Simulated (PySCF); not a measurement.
# `O=C[C@@H]1C[SiH2][Si@@H]1[SiH3]`, C₃H₁₀OSi₃

Geometry:
| atom | x (Å) | y (Å) | z (Å) |
| --- | --- | --- | --- |
| O1 | -0.533 | -0.643 | 1.884 |
| C2 | -0.540 | 0.497 | 1.456 |
| C3 | -0.934 | 0.841 | 0.108 |
| C4 | -1.989 | -0.127 | -0.435 |
| Si5 | -0.902 | -1.651 | -0.841 |
| Si6 | 0.673 | 0.101 | -0.831 |
| Si7 | 2.690 | 0.422 | 0.259 |
| H8 | -0.138 | 1.325 | 2.075 |
| H9 | -1.149 | 1.898 | -0.023 |
| H10 | -2.785 | -0.292 | 0.291 |
| H11 | -2.448 | 0.288 | -1.332 |
| H12 | -1.254 | -2.244 | -2.146 |
| H13 | -0.885 | -2.729 | 0.138 |
| H14 | 0.650 | 0.894 | -2.089 |
| H15 | 3.142 | 1.819 | 0.302 |
| H16 | 3.723 | -0.327 | -0.463 |
| H17 | 2.670 | -0.059 | 1.638 |

Theory: PySCF, TDDFT wB97X-D/def2-SVPD circular dichroism and optical rotation, one conformer, gas phase. Geometry: GFN2-xTB.

The molecule is flexible and this is one conformer; a measurement averages over conformers.

Stereocentres: C3 R, Si6 S.

(1) Give the optical rotatory dispersion at 633, 589.3, 546, 436, 405, 365, 355 nm.

(2) And for the mirror image at 589.3 nm?

(3) What is the molar rotation [Φ] = [α]·M/100 of the geometry above at 589.3 nm?

Answers

(1) [α] in deg dm⁻¹ (g/mL)⁻¹:
| λ (nm) | origin-invariant length gauge | modified velocity gauge | length gauge (centre of mass) | isotropic polarisability (au) |
| --- | --- | --- | --- | --- |
| 633 | +46.2 | +45.8 | +45.9 | 126.3 |
| 589.3 | +54.3 | +53.9 | +53.9 | 127.0 |
| 546 | +64.6 | +64.2 | +64.1 | 127.9 |
| 436 | +102.5 | +103.0 | +101.5 | 131.7 |
| 405 | +111.4 | +112.8 | +110.2 | 133.5 |
| 365 | +90.1 | +94.4 | +88.2 | 136.7 |
| 355 | +65.1 | +70.7 | +63.0 | 137.7 |

(2) -54.3 deg dm⁻¹ (g/mL)⁻¹ (origin-invariant length gauge): the same size and the opposite sign.

(3) With M = 146.37 g/mol, +79.5 deg cm² dmol⁻¹ (origin-invariant length gauge).

The first excitation lies at 4.43 eV (280 nm) with R = -9.5 × 10⁻⁴⁰ esu² cm² (velocity form).
